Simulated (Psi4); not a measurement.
Method: SAPT0/jun-cc-pVDZ, frozen core in Psi4 1.11.

Psi4 input:

```
molecule {
0 1
C 0.76281180 -0.00774906 0.02051649
C -0.76281165 0.00774915 -0.02051569
H 1.14909350 0.74777674 0.70754776
H 1.14116674 -0.97730519 0.35044424
H 1.18844241 0.19418258 -0.96442503
H -1.14909101 -0.74774777 -0.70758045
H -1.18844419 -0.19422487 0.96441620
H -1.14116761 0.97731842 -0.35040351
--
0 1
O 0.63087259 0.85806462 3.66888853
C 0.46755735 -0.28097365 3.56346436
S 0.24674075 -1.82089193 3.42108497
units angstrom
symmetry c1
no_reorient
no_com
}
set basis jun-cc-pvdz
set scf_type df
set freeze_core true
energy('sapt0')
```

Part of the output:

```
    SAPT Results
  --------------------------------------------------------------------------------------------------------
    Electrostatics                 -1.27506197 [mEh]      -0.80011347 [kcal/mol]      -3.34767474 [kJ/mol]
      Elst10,r                     -1.27506197 [mEh]      -0.80011347 [kcal/mol]      -3.34767474 [kJ/mol]

    Exchange                        3.60204107 [mEh]       2.26031490 [kcal/mol]       9.45715754 [kJ/mol]
      Exch10                        3.60204107 [mEh]       2.26031490 [kcal/mol]       9.45715754 [kJ/mol]
      Exch10(S^2)                   3.59625228 [mEh]       2.25668238 [kcal/mol]       9.44195907 [kJ/mol]

    Induction                      -0.27786210 [mEh]      -0.17436110 [kcal/mol]      -0.72952686 [kJ/mol]
      Ind20,r                      -0.87348834 [mEh]      -0.54812221 [kcal/mol]      -2.29334331 [kJ/mol]
      Exch-Ind20,r                  0.79075132 [mEh]       0.49620395 [kcal/mol]       2.07611731 [kJ/mol]
      delta HF,r (2)               -0.19512509 [mEh]      -0.12244284 [kcal/mol]      -0.51230086 [kJ/mol]

    Dispersion                     -2.99686313 [mEh]      -1.88056001 [kcal/mol]      -7.86826307 [kJ/mol]
      Disp20                       -3.28838432 [mEh]      -2.06349232 [kcal/mol]      -8.63365185 [kJ/mol]
      Exch-Disp20                   0.29152119 [mEh]       0.18293231 [kcal/mol]       0.76538878 [kJ/mol]
      Disp20 (SS)                  -1.64419216 [mEh]      -1.03174616 [kcal/mol]      -4.31682592 [kJ/mol]
      Disp20 (OS)                  -1.64419216 [mEh]      -1.03174616 [kcal/mol]      -4.31682592 [kJ/mol]
      Exch-Disp20 (SS)              0.16341655 [mEh]       0.10254544 [kcal/mol]       0.42905010 [kJ/mol]
      Exch-Disp20 (OS)              0.12810464 [mEh]       0.08038687 [kcal/mol]       0.33633867 [kJ/mol]

  Total HF                          2.04911700 [mEh]       1.28584033 [kcal/mol]       5.37995594 [kJ/mol]
  Total SAPT0                      -0.94774613 [mEh]      -0.59471968 [kcal/mol]      -2.48830713 [kJ/mol]
```
